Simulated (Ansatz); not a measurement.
CH₉BOSi₂ (`CBO[SiH2][SiH3]`). Total charge 0; spin multiplicity 1. Geometry: relaxed with PBE0-D4/def2-TZVP. It is one conformer, not always the lowest.

```xyz
14

C     1.062   -1.530   -0.908
B     0.860   -1.500    0.643
O    -0.106   -0.776    1.263
Si   -1.315    0.225    0.725
Si   -0.445    2.259   -0.050
H     0.323   -0.975   -1.491
H     1.076   -2.566   -1.264
H     2.055   -1.131   -1.148
H     1.587   -2.130    1.366
H    -2.098   -0.442   -0.353
H    -2.216    0.452    1.883
H     0.449    2.032   -1.217
H     0.332    2.937    1.021
H    -1.564    3.146   -0.470
```

Q: What is the dipole moment at ωB97M-V/def2-TZVPP? (An estimate is asked.)

A: The calculation gave: 1.02 D, with components (-0.28, 0.32, -0.92) D in this frame, pointing from negative to positive charge.

Q: And with PBE, r2SCAN, B3LYP? (Estimate.)

A: Computed: PBE 1.01 D, r2SCAN 1.01 D, B3LYP 1.01 D.

Q: Give the Mulliken charges with ωB97M-V, B3LYP, r2SCAN in def2-TZVPP. (Best estimate.)

A: Ansatz gave: 
```json
{"atom": "C1", "ωB97M-V": "-0.36", "B3LYP": "-0.31", "r2SCAN": "-0.25"}
{"atom": "B2", "ωB97M-V": "0.14", "B3LYP": "0.17", "r2SCAN": "0.25"}
{"atom": "O3", "ωB97M-V": "-0.34", "B3LYP": "-0.34", "r2SCAN": "-0.37"}
{"atom": "Si4", "ωB97M-V": "0.25", "B3LYP": "0.37", "r2SCAN": "0.38"}
{"atom": "Si5", "ωB97M-V": "0.03", "B3LYP": "0.13", "r2SCAN": "0.15"}
{"atom": "H6", "ωB97M-V": "0.09", "B3LYP": "0.08", "r2SCAN": "0.05"}
{"atom": "H7", "ωB97M-V": "0.12", "B3LYP": "0.10", "r2SCAN": "0.07"}
{"atom": "H8", "ωB97M-V": "0.12", "B3LYP": "0.10", "r2SCAN": "0.08"}
{"atom": "H9", "ωB97M-V": "0.05", "B3LYP": "0.00", "r2SCAN": "-0.03"}
{"atom": "H10", "ωB97M-V": "-0.03", "B3LYP": "-0.07", "r2SCAN": "-0.07"}
{"atom": "H11", "ωB97M-V": "-0.02", "B3LYP": "-0.07", "r2SCAN": "-0.07"}
{"atom": "H12", "ωB97M-V": "-0.02", "B3LYP": "-0.05", "r2SCAN": "-0.06"}
{"atom": "H13", "ωB97M-V": "-0.01", "B3LYP": "-0.05", "r2SCAN": "-0.06"}
{"atom": "H14", "ωB97M-V": "-0.02", "B3LYP": "-0.06", "r2SCAN": "-0.06"}
```

B3LYP here is the variant with VWN-RPA as its local correlation; programs differ in this.
